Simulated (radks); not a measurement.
The numbers below are computed, except where a source is named.
Neutral rubidium inside a hard spherical wall (all orbitals vanish at R), configuration held at [Kr] 5s1 and not refilled when levels cross. Level of theory: scalar-relativistic Kohn-Sham, PBEsol, spin-polarised, spherical densities, finite nucleus; open shells are filled with parallel spins first (spin-orbit coupling, left out, can overturn this in heavy ions); Fermi nuclear charge, rms radius 4.2036 fm (a radial shooting solver on a logarithmic mesh with Libxc functionals). Eigenvalues in eV for spin up, with the zero of energy where the potential of the charges vanishes at infinity; a dash marks a level that is unbound or too diffuse for the functional's potential to be trusted. A positive occupied level is held by the wall or, in an anion where self-interaction has pushed it up, behind a barrier. The pressure on the wall is -dE/dV.

\begin{tabular}{lrrrrrrrrr}
R (bohr) & E (hartree) & kinetic (hartree) & e(3d) & e(4s) & e(4p) & e(5s) & e(5p, empty) & e(6s, empty) & pressure (GPa) \\ \hline
free & -2979.32183 & 3050.984 & -103.91 & -31.838 & -15.932 & -2.451 & -0.875 & - & 0 \\
15 & -2979.32171 & 3050.986 & -103.89 & -31.821 & -15.915 & -2.439 & -0.817 & 0.636 & 0.000991 \\
12 & -2979.32061 & 3050.994 & -103.79 & -31.728 & -15.824 & -2.370 & -0.616 & 1.813 & 0.0147 \\
10 & -2979.31657 & 3051.016 & -103.58 & -31.516 & -15.619 & -2.173 & -0.175 & 3.712 & 0.0888 \\
8 & -2979.29982 & 3051.087 & -103.06 & -31.023 & -15.145 & -1.513 & 1.075 & 8.105 & 0.577 \\
5 & -2979.09244 & 3051.816 & -100.45 & -28.755 & -13.013 & 4.797 & 10.637 & 34.940 & 19.9 \\
4 & -2978.67218 & 3053.387 & -96.711 & -25.952 & -10.197 & 14.998 & 23.896 & 67.058 & 112 \\
3.5 & -2978.10321 & 3055.510 & -92.504 & -22.915 & -6.925 & 26.547 & 37.793 & 98.374 & 313 \\
2.5 & -2973.60391 & 3070.577 & -71.117 & -5.404 & 13.251 & 93.514 & 111.91 & 252.32 & 3780 \\
2 & -2964.52972 & 3097.296 & -45.808 & 23.419 & 46.457 & 195.16 & 218.34 & 460.84 & 17800 \\
\end{tabular}
